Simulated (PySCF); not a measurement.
Mo(CO)6, SMILES [O+]#[C-]->[Mo](<-[C-]#[O+])(<-[C-]#[O+])(<-[C-]#[O+])(<-[C-]#[O+])<-[C-]#[O+] (C6MoO6) (PBE0/def2-SVP optimised geometry):

```
13

Mo     0.000     0.000     0.000
O      0.001    -0.001    -3.197
C      0.000    -0.001    -2.055
O      0.003     3.197     0.000
C      0.002     2.055     0.000
O      3.196     0.001     0.000
C      2.055     0.000     0.000
O     -3.196    -0.001     0.000
C     -2.055     0.000     0.000
O     -0.003    -3.197     0.000
C     -0.002    -2.055     0.000
O     -0.001     0.000     3.197
C      0.000     0.000     2.055
```

Calculation: PBE0/def2-TZVP, def2 effective core potentials past Kr in PySCF 2.14.0.

### Question
What are the frontier orbital energies and the dipole moment?

### Answer
HOMO-2 -7.26 eV, HOMO-1 -7.26 eV, HOMO -7.26 eV, LUMO -1.86 eV, LUMO+1 -1.86 eV; dipole moment 0.00 D.

On the same geometry PySCF 2.14.0 with PBE/def2-TZVP, def2 effective core potentials past Kr gives HOMO-2 -6.39 eV, HOMO-1 -6.39 eV, HOMO -6.39 eV, LUMO -2.75 eV, LUMO+1 -2.75 eV; dipole moment 0.00 D.
